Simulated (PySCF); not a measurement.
C⁺: ionisation energy

C⁺ [He] 2s2 2p1 (2P) → C²⁺ [He] 2s2 (1S), as a difference of total energies. All numbers are calculated (PySCF 2.14, the non-relativistic Hamiltonian (point nucleus), in aug-cc-pwCVTZ (7s6p4d2f, 59 functions)). Correlated levels: valence and next inner shell: nothing frozen. The calculations carry no spin-orbit coupling.

Order these methods by the ionisation energy they give, lowest first.
A. SCS-MP2 (valence and next inner shell)
B. CCSD(T) (valence and next inner shell)
C. MP2 (valence and next inner shell)
D. UHF

D (24.154 eV), B (24.302 eV), A (24.367 eV), C (24.423 eV).

Errors of the correlated levels include the incompleteness of this basis.

For comparison: 24.378 eV (measured; NIST levels, between the centres of gravity of the two terms).
